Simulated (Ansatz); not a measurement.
Geometry optimisation, RKS B3LYP-D4/STO-3G (Ansatz).

The input (input.yaml):

```yaml
crystal:
  periodic: [false, false, false]
  atoms:
    - { symbol: Si, position_ang: [-0.64495, 1.05007, 0.079] }
    - { symbol: "N", position_ang: [0.69485, -0.08954, 0.25528] }
    - { symbol: C, position_ang: [0.55133, -1.32799, -0.20796] }
    - { symbol: S, position_ang: [-0.83237, -1.79982, -0.92709] }
    - { symbol: H, position_ang: [-0.89319, 1.25714, -1.34002] }
    - { symbol: H, position_ang: [-1.78404, 0.54703, 0.83239] }
    - { symbol: H, position_ang: [-0.04572, 2.22852, 0.71021] }
    - { symbol: H, position_ang: [1.57212, 0.15292, 0.69128] }
    - { symbol: H, position_ang: [1.38197, -2.01833, -0.09309] }
basis:
  gaussian: { orbitals: STO-3G }
hamiltonian:
  xc: b3lyp
  dispersion: d4
relax:
  f_tol: 0.02
  max_steps: 40
```

Run as:

```bash
$ ansatz run input.yaml --threads 1 --pin off --max-ram 2048MiB --backend cpu --events-out ev --progress --plain --runs-dir out
```

**Question.** Where does it end, and by what steps?

**Answer.** It converged. Limits of this set-up: minimal basis. After 6 steps the energy has fallen by 0.280 eV; S4 moved furthest, 0.14 Å.

```csv
step,energy less start (eV),largest force component (eV/Å),accepted
0,0.0000,3.379,yes
1,-0.2443,1.224,yes
2,-0.2740,0.310,yes
3,-0.2771,0.264,yes
4,-0.2702,0.370,no
5,-0.2800,0.043,yes
6,-0.2801,0.011,yes
```

```xyz
9
Properties=species:S:1:pos:R:3
Si -0.616 1.082 0.101
N 0.690 -0.104 0.248
C 0.532 -1.413 -0.243
S -0.828 -1.932 -0.969
H -0.934 1.330 -1.287
H -1.795 0.643 0.814
H -0.097 2.286 0.707
H 1.603 0.128 0.697
H 1.446 -2.021 -0.068
```

Whether the end is a true minimum wasn't checked by a vibrational analysis.

The run took 20 s on 1 thread of Arm Neoverse V1 (shared host), peak memory 0.14 GiB.
